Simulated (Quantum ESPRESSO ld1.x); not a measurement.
Rh4+, 41 electrons, occupied as [Kr] 4d5. All-electron calculation, scalar-relativistic Kohn-Sham, LDA (Slater exchange, Perdew-Zunger correlation), spin-polarised, spherical densities, point nucleus; open shells are filled with parallel spins first. Program: ld1.x of Quantum ESPRESSO 7.5. Some entries of the table are withheld. Estimate them.

| orbital | occ. | eigenvalue (Ry) | <r^2> (bohr^2) | <1/r> (bohr^-1) |
|---|---|---|---|---|
| 1s up | 1 | -1695.12 | 0.001441 | 47.00 |
| 1s down | 1 | -1695.11 | 0.001441 | 47.00 |
| 2s up | 1 | -249.278 | 0.02379 | 10.64 |
| 2s down | 1 | -249.209 | 0.02379 | 10.64 |
| 2p up | 3 | -223.966 | 0.01871 | 10.31 |
| 2p down | 3 | -223.912 | 0.01871 | 10.31 |
| 3s up | 1 | -47.7823 | 0.1753 | 3.705 |
| 3s down | 1 | -47.7340 | 0.1752 | 3.706 |
| 3p up | 3 | -39.4662 | 0.1777 | 3.532 |
| 3p down | 3 | -39.4136 | 0.1775 | 3.532 |
| 3d up | 5 | -26.1360 | 0.1642 | 3.307 |
| 3d down | 5 | -26.0660 | 0.1638 | 3.308 |
| 4s up | 1 | (1) | 1.057 | 1.423 |
| 4s down | 1 | (2) | 1.051 | 1.429 |
| 4p up | 3 | -7.63515 | 1.262 | 1.286 |
| 4p down | 3 | -7.34323 | 1.259 | 1.291 |
| 4d up | 5 | -4.13796 | (3) | (4) |
| 4d down | 0 | -3.84926 | (5) | (6) |

Answer. 
(1) 4s up eigenvalue (Ry): -10.0356
(2) 4s down eigenvalue (Ry): -9.75244
(3) 4d up <r^2> (bohr^2): 1.976
(4) 4d up <1/r> (bohr^-1): 1.011
(5) 4d down <r^2> (bohr^2): 2.026
(6) 4d down <1/r> (bohr^-1): 1.005
